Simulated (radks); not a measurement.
The numbers below are computed, except where a source is named.
Valence configurations of Ce2+ (all share [Xe]). Level of theory: scalar-relativistic Kohn-Sham, LDA (Slater exchange, Perdew-Wang correlation), spin-polarised, spherical densities, finite nucleus; open shells are filled with parallel spins first (spin-orbit coupling, left out, can overturn this in heavy ions); Fermi nuclear charge, rms radius 4.8771 fm (a radial shooting solver on a logarithmic mesh with Libxc functionals). Energies are relative to 4f2; eigenvalues in eV for spin up.

4f2: E (eV) 0.000; moment (Bohr magnetons) 2; e(4f) -13.677
4f1 5d1: E (eV) 1.706; moment (Bohr magnetons) 2; e(4f) -18.877; e(5d) -15.357
4f1 6p1: E (eV) 7.006; moment (Bohr magnetons) 2; e(4f) -22.347; e(6p) -12.066
4f1.5 6p0.5: E (eV) 2.729; moment (Bohr magnetons) 2; e(4f) -17.819; e(6p) -10.991
4f1 6s1: E (eV) 3.018; moment (Bohr magnetons) 2; e(4f) -21.342; e(6s) -15.525
4f1 6s0.5 6p0.5: E (eV) 5.017; moment (Bohr magnetons) 2; e(4f) -21.846; e(6p) -11.807; e(6s) -15.793
5d2: E (eV) 7.449; moment (Bohr magnetons) 2; e(5d) -17.001
4f0.5 6p1.5: E (eV) 13.133; moment (Bohr magnetons) 2; e(4f) -27.205; e(6p) -13.015
6s2: E (eV) 12.974; moment (Bohr magnetons) 0; e(6s) -16.967

NIST lists [Xe] 4f2 as the ground configuration; this level of theory agrees among the configurations tried. The energies are those of spherical high-spin densities, not of single terms.
